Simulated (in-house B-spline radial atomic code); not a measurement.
Computed with a B-spline radial atomic code. Model: two electrons, singlet ground state, non-relativistic, full CI in B-splines with partial waves to l = 8 (at full coupling up to 3e-4 hartree above the limit, correlation up to 0.6 % small), density held at that of full coupling by Lieb maximisation.

W(λ) is the mean repulsion in the state of coupling λ less the Hartree energy of the fixed density. Its start is exact exchange, its initial slope is twice the second-order Görling-Levy correlation energy, and its area from 0 to 1 is E_xc. A straight curve means weak, dynamic correlation, and a curve that drops fast and flattens means strong correlation.

Command:
```bash
python run_ac.py task.json out
```
Settings (lengths in bohr, energies in hartree):
```
potential              yukawa
strength               3.14
lmax                   8
second                 0.665
```

Run time, properties included: 16 s on 1 thread of Intel(R) Xeon(R) Processor @ 2.30GHz (shared host).

**W = mean repulsion less Hartree energy, and W of three functionals.**

Given: confinement screened point charge; nuclear charge 3.14; screening of the nucleus 0.665 1/bohr; external potential -Z exp(-k r)/r.

Computed: PBE exchange minus exact 20.142 millihartree; SCAN exchange minus exact -7.5249 millihartree.

```
coupling  W xc (hartree)  W xc minus exchange (millihartree)  kinetic minus Kohn-Sham (millihartree)  LDA (PW92) W minus its exchange (millihartree)  PBE W minus its exchange (millihartree)  SCAN W minus its exchange (millihartree)
       0         -1.6548                                   0                                       0                                               0                                        0                                         0
    0.02         -1.6567                              -1.915                                       0                                          -13.01                                    -1.78                                     -1.83
    0.05         -1.6596                              -4.767                                     0.1                                          -27.02                                    -4.47                                     -4.52
    0.12               ?                                   ?                                       ?                                               ?                                        ?                                         ?
    0.25               ?                                   ?                                       ?                                               ?                                        ?                                         ?
     0.4         -1.6912                             -36.368                                     7.1                                         -123.45                                   -35.78                                    -33.52
     0.6          -1.708                             -53.138                                    15.5                                         -161.06                                    -52.9                                     -48.6
     0.8         -1.7239                             -69.056                                    26.6                                         -193.04                                    -69.3                                    -62.82
       1          -1.739                             -84.185                                    40.2                                         -221.11                                   -84.99                                    -76.28
     1.4         -1.7671                             -112.29                                    73.9                                         -269.08                                  -114.32                                   -101.22
       2         -1.8046                             -149.73                                   137.3                                         -327.34                                  -153.71                                   -134.51
       3         -1.8568                             -202.02                                   267.1                                         -402.26                                   -209.4                                   -181.49
     4.5         -1.9178                             -262.99                                   493.5                                         -484.72                                  -275.86                                   -237.62
       7         -1.9895                             -334.68                                   899.6                                         -579.83                                   -357.5                                   -306.39
      10         -2.0469                              -392.1                                    1382                                         -657.64                                  -427.14                                   -364.11
```

Question: What belongs in the row 0.12?

Answer: W xc (hartree): -1.6661; W xc minus exchange (millihartree): -11.331; kinetic minus Kohn-Sham (millihartree): 0.7; LDA (PW92) W minus its exchange (millihartree): -52.65; PBE W minus its exchange (millihartree): -10.8; SCAN W minus its exchange (millihartree): -10.64.

Question: What belongs in the row 0.25?

Answer: W xc (hartree): -1.678; W xc minus exchange (millihartree): -23.192; kinetic minus Kohn-Sham (millihartree): 2.9; LDA (PW92) W minus its exchange (millihartree): -89.43; PBE W minus its exchange (millihartree): -22.51; SCAN W minus its exchange (millihartree): -21.55.

Question: What is the LDA exchange minus exact?

Answer: 228.83 millihartree.

**Energy parts, natural occupations and partial-wave weights.**

Computed: total energy -4.5383 hartree; kinetic part of the DFT correlation energy 0.040244 hartree; initial slope twice GL2 -0.096011 hartree; kinetic part over minus potential part 0.47804; Hartree energy 3.3096 hartree; Kohn-Sham kinetic 7.4194 hartree; Lieb Oxford ratio E_xc over LDA exchange 1.1913.

```
natural  occupation of the shell (electrons)
      s                               1.9932
      p                            0.0032848
      s                                    ?
      d                           0.00015823
      p                           0.00012348
      s                           6.3354e-05
```

Question: What belongs in the row s?

Answer: occupation of the shell (electrons): 0.0030922.

| wave | weight |
| --- | --- |
| s | 0.99818 |
| p | 0.0017105 |
| d | 8.9218e-05 |
| f | ? |
| g | 2.9666e-06 |

Question: What belongs in the row f?

Answer: weight: 1.2713e-05.

Question: What is the exchange energy?

Answer: -1.6548 hartree.

Question: What is the correlation energy?

Answer: -0.043941 hartree.

Half-way to full coupling W has made 53 % of its drop, against 50 % for a straight line, and second-order (GL2) theory, half the initial slope, overshoots the correlation energy by about 9 %: a moderate bend, as in light atoms. Over couplings 0 to 1 the errors in E_xc come to about +139 millihartree for LDA, +20 millihartree for PBE, -3.8 millihartree for SCAN, so SCAN is nearest. In LDA and SCAN the errors of exchange and correlation have opposite signs, so the sum is smaller than the larger of the two.
